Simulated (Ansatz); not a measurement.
Input file for Ansatz (a first-principles code): U-CCSD(T)/cc-pVDZ on GaH3O2 (SMILES [OH][GaH][OH]), a point of a bond scan (R = 4.177 Å). The run froze 16 orbitals, filled d shells among them.

Ansatz 0.2 input:
```yaml
crystal:
  periodic: [false, false, false]
  atoms:
    - {symbol: Ga, position_ang: [-0.24404156, -0.17751198, -0.15122784]}
    - {symbol: H, position_ang: [-3.24155186, -2.44221938, -1.97608518]}
    - {symbol: O, position_ang: [0.02041342, 1.53779605, -0.57659188]}
    - {symbol: H, position_ang: [0.74228075, 1.94032686, -0.08185129]}
    - {symbol: O, position_ang: [0.90232372, -0.75596542, 1.10558427]}
    - {symbol: H, position_ang: [0.79534111, -1.67580809, 1.36507609]}
basis:
  gaussian:
    orbitals: cc-pVDZ
correlation: {method: ccsd_t, electrons: outside_noble_gas}
scf: {omitted_lower_state_checks: [cluster_reference]}
magnetization: {spin_polarized: true, initial_magnetization: 0}
```

It printed:

```
WARN ansatz: RAYON_NUM_THREADS=1 ignored (pool sized by the plan → 1); use --threads N
Functional definition: HF
these checks for a lower state are left out or cut short: cluster_reference
integrals: 0.07 GiB planned
709 factors; integrals over basis functions are off by at most 1.4e-3 eV
mean field: 0.30 GiB planned
mean field evaluation 1: about -56443.9000 eV, gradient 3.6e1 eV
mean field evaluation 2: about -56443.9360 eV, gradient 3.6e1 eV
mean field evaluation 4: about -56450.2372 eV, gradient 2.7e0 eV
mean field evaluation 8: about -56450.3498 eV, gradient 3.6e-1 eV
mean field evaluation 16: about -56453.2444 eV, gradient 3.9e0 eV
mean field evaluation 32: about -56453.8838 eV, gradient 6.0e-2 eV
mean field evaluation 64: about -56444.5057 eV, gradient 2.1e1 eV
mean field evaluation 96: about -56450.3519 eV, gradient 5.5e-6 eV
mean field -56453.88393518 eV, -2074.6419688009 hartree, gradient 6.8e-6 eV, S^2 0.999918; 6 other end points of the search recorded, 0 dependent functions left out
16 core orbitals not correlated, not the lowest: weight in the atoms' cores, before any rotation towards them, 0.657 or more for the frozen orbitals, at most 0.322 for the correlated occupied ones
reference -56453.88393518 eV, -2074.6419688009 hartree; 9, 9 occupied and 45, 45 virtual orbitals, 709 factors
second order -11.73770009 eV of doubles, -0.00000000 eV of singles
coupled cluster: 0.20 GiB planned
cycle   1  -11.62695815 eV  change    1.1e-1 eV  update   9.7e-2
cycle   2  -11.91803029 eV  change   -2.9e-1 eV  update   3.1e-2
cycle   3  -12.02699146 eV  change   -1.1e-1 eV  update   2.1e-2
cycle   4  -12.02448077 eV  change    2.5e-3 eV  update   6.2e-3
cycle   5  -12.01963680 eV  change    4.8e-3 eV  update   2.8e-3
cycle   6  -12.02015561 eV  change   -5.2e-4 eV  update   1.2e-3
cycle   7  -12.02032225 eV  change   -1.7e-4 eV  update   7.6e-4
cycle   8  -12.02037810 eV  change   -5.6e-5 eV  update   6.0e-4
cycle   9  -12.02050964 eV  change   -1.3e-4 eV  update   5.4e-4
cycle  10  -12.02035709 eV  change    1.5e-4 eV  update   4.8e-4
cycle  11  -12.02053533 eV  change   -1.8e-4 eV  update   4.0e-4
cycle  12  -12.02079523 eV  change   -2.6e-4 eV  update   2.1e-4
cycle  13  -12.02078133 eV  change    1.4e-5 eV  update   8.1e-5
cycle  14  -12.02078673 eV  change   -5.4e-6 eV  update   3.4e-5
cycle  15  -12.02077555 eV  change    1.1e-5 eV  update   1.6e-5
coupled cluster: 0.20 GiB planned
perturbative correction -0.28420619 eV, -0.0104443848 hartree
Total energy: -56466.18891692 eV, -2075.0941685392 hartree
Checks for a lower state left out: cluster_reference
```

The run converged. Its determinant has ⟨S²⟩ = 1.00, a mixture of spin states.

Cost: very roughly 13 core-seconds.
